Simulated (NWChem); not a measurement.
CrHSO2Cl; SMILES [O]=[Cr]([OH])(=[S])[Cl]

```xyz
6

Cr    -0.2874     0.0951     0.0780
O     -0.9563     0.1791     1.4798
S      1.0870     1.5435    -0.1090
Cl     0.6698    -1.8120    -0.0994
O     -1.4806     0.2940    -1.1731
H     -2.3861     0.0404    -0.8913
```
Atoms are numbered in this order, from 1.

Results from NWChem. Medium grid unless said otherwise, to which SCAN and Minnesota functionals are sensitive. Coordinates come from a PBE-D3(BJ)/def2-SVP optimisation.

**Question.** Among these, which level gives the highest value of “orbital gap (eV)”?
A) PBE/def2-SVP
B) CAM-B3LYP/def2-SVP
C) LC-wPBE (HJS exchange hole, range parameter 0.4 per bohr)/def2-SVP
D) MN15/def2-SVP

**Answer.** C, LC-wPBE (HJS exchange hole, range parameter 0.4 per bohr)/def2-SVP. Values: PBE/def2-SVP 1.78; MN15/def2-SVP 4.84; CAM-B3LYP/def2-SVP 5.98; LC-wPBE (HJS exchange hole, range parameter 0.4 per bohr)/def2-SVP 8.25
